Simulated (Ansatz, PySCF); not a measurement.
Dimer: C2H2 (SMILES C#C) (first 4 atoms) with C2H6 (SMILES CC); geometry from B3LYP-D3(BJ)/def2-TZVP, rigid monomers moved along the line of their centres of mass till H4···C5 is 3.31 Å.
(charge 0, multiplicity 1):
```xyz
12

C      0.42230    -0.24328    -0.58114
C     -0.33587     0.00521     0.31109
H      1.09553    -0.46376    -1.37326
H     -1.00566     0.22474     1.10642
C     -0.76345     0.28021     4.40912
C      0.70796    -0.12356     4.38567
H     -0.92585     1.22191     3.87939
H     -1.12436     0.41660     5.43034
H     -1.39224    -0.48148     3.94199
H      1.06666    -0.25915     3.36397
H      0.86794    -1.06197     4.92007
H      1.33309     0.63661     4.85806
```

Monomers are frozen at their geometry in the pair; levels with a basis set take the counterpoise correction. Rows marked so take none.

Rows in 6-311+G** carry no dispersion term and start afresh at each structure.

Codes used: Ansatz (Gaussian orbitals); PySCF for 6-311+G** rows, the dispersion terms. 

Q: One of these levels gives -1.03 kcal/mol for the interaction energy. Name it.
A. B3LYP/6-311+G** (no counterpoise)
B. r2SCAN/def2-TZVPPD
C. PBE-D3(BJ)/def2-TZVPPD

A: C, PBE-D3(BJ)/def2-TZVPPD. The others give -0.42 (r2SCAN/def2-TZVPPD), 0.04 (B3LYP/6-311+G** (no counterpoise))

Ansatz is an electronic-structure program.
